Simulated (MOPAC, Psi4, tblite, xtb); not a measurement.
Approach curve of the dimer C2H6 ··· Cl- (SMILES CC and [Cl-]) (charge -1). Monomers: optimised at B3LYP-D3(BJ) (def2-TZVP), held rigid. Orientation: lowest of the rigid-body minima from ten starts at GFN2-xTB. The monomers approach along the line of their centres of mass (distance R); nothing else relaxes.

- PM3, restricted, heats of formation (MOPAC)
- GFN1-xTB (xtb)
- GFN2-xTB (tblite)
- SAPT0/jun-cc-pVDZ, frozen core (Psi4)

Interaction energies in kcal/mol; the last columns give the difference from SAPT0:

```csv
R / Å,PM3,GFN1-xTB,GFN2-xTB,SAPT0/jun-cc-pVDZ,PM3 − SAPT0/jun-cc-pVDZ,GFN1-xTB − SAPT0/jun-cc-pVDZ,GFN2-xTB − SAPT0/jun-cc-pVDZ
3.32,-4.40,4.50,4.63,8.20,-12.59,-3.70,-3.57
3.55,-3.72,-0.97,-0.57,1.80,-5.53,-2.78,-2.37
3.71,-3.75,-2.53,-1.84,-0.43,-3.32,-2.10,-1.41
3.94,-3.51,-3.14,-2.27,-1.94,-1.57,-1.20,-0.33
4.17,-2.72,-2.88,-2.09,-2.37,-0.34,-0.51,0.29
4.38,-2.00,-2.42,-1.79,-2.33,0.33,-0.09,0.54
4.65,-1.35,-1.82,-1.42,-2.03,0.68,0.21,0.62
4.93,-0.95,-1.35,-1.10,-1.67,0.72,0.32,0.57
5.47,-0.58,-0.81,-0.69,-1.09,0.51,0.28,0.40
6.10,-0.37,-0.51,-0.40,-0.67,0.30,0.16,0.27
7.15,-0.19,-0.27,-0.18,-0.33,0.13,0.06,0.15
8.45,-0.10,-0.14,-0.08,-0.16,0.06,0.02,0.08
```

PM3 is furthest from SAPT0/jun-cc-pVDZ at 3.32 (-12.59 kcal/mol, below); its mean absolute difference over the points is 2.17 kcal/mol.

GFN1-xTB is furthest from SAPT0/jun-cc-pVDZ at 3.32 (-3.70 kcal/mol, below); its mean absolute difference over the points is 0.95 kcal/mol.

GFN2-xTB is furthest from SAPT0/jun-cc-pVDZ at 3.32 (-3.57 kcal/mol, below); its mean absolute difference over the points is 0.88 kcal/mol.
